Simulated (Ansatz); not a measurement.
Saddle point of SiNH$_{6}$OF, closed shell (SiNH₅O ([NH2][SiH2][OH]) + HF → SiH₃OF ([OH][SiH2][F]) + NH₃; bonds formed: Si1–F7, N2–H6; bonds broken: Si1–N2, H6–F7), PBE0-D4/def2-TZVP structure:

Si1  (-0.539, 0.461, -0.392)
N2  (0.234, -1.178, 0.018)
H3  (-1.000, 0.212, -1.789)
H4  (-1.749, 0.600, 0.439)
O5  (0.548, 1.654, -0.631)
H6  (0.551, -0.695, 0.994)
F7  (0.425, 0.470, 1.611)
H8  (-0.417, -1.945, 0.131)
H9  (0.990, -1.459, -0.595)
H10  (0.956, 1.880, 0.214)
(Å)

Energies are electronic, without zero-point energy. Barriers and step energies count from the start structure reached by relaxing down the imaginary mode; all methods use the PBE0-D4 structures, on which another method's saddle can fall below an end. Computed with Ansatz 0.2.0 (basis: def2-TZVPP, with def2-QZVPP for the basis limit); correlated methods freeze the cores. B3LYP uses VWN-RPA correlation. Extrapolation: Hartree–Fock as exp(−7.88 √X), correlation as X^−2.97.

| method | barrier (kcal/mol) | step energy (kcal/mol) |
| --- | --- | --- |
| SPW92 | 8.85 | -7.28 |
| PBE-D4 | 12.17 | -10.73 |
| BLYP-D4 | 13.97 | -12.37 |
| r2SCAN-D4 | 13.09 | -12.87 |
| B97M-V | 14.63 | -15.27 |
| PBE0-D4 | 14.28 | -11.69 |
| B3LYP-D4 | 15.32 | -13.05 |
| r2SCAN0-D4 | 14.78 | -13.18 |
| BHLYP-D4 | ? | -14.57 |
| CAM-B3LYP-D4 | 14.86 | -13.06 |
| wB97X-V | 14.53 | -13.58 |
| wB97M-V | 14.17 | -14.02 |
| B2PLYP | 15.49 | -13.76 |
| PBE-QIDH | 15.33 | -12.79 |
| RPA on PBE | ? | -14.47 |
| HF | 22.46 | -18.59 |
| MP2 | ? | -13.17 |
| CCSD | 17.21 | -14.60 |
| CCSD(T) | 16.10 | -13.80 |

Fill in the withheld barriers. (To be estimated.)

The calculation gives: RPA on PBE 15.70; MP2 15.64; BHLYP-D4 17.26 kcal/mol. Each is the energy of the saddle less that of the start structure, by the same method.

For comparison, the barrier by CCSD(T) at an estimated basis limit (MP2 extrapolated from triple and quadruple zeta, plus CCSD(T) − MP2 in triple zeta) is 15.73 kcal/mol.

No T1 diagnostic of these runs exceeds 0.013.

Steps of this kind, hydrogen fluoride cutting a network bond, underlie vapour etching and the fluorination step of atomic layer etching.

Labels in which every atom is bracketed show which atoms are joined, not bond orders.

For scale, one of the runs: CCSD(T)/def2-TZVPP, 219 basis functions, launched by `ansatz run in.yaml --threads 4 --pin off --events-out ev --progress --plain --max-ram 9574MiB`. Hardware: 4 CPU threads of an Intel Xeon, shared host. Wall time 100 s; peak host memory 3.5 GiB.
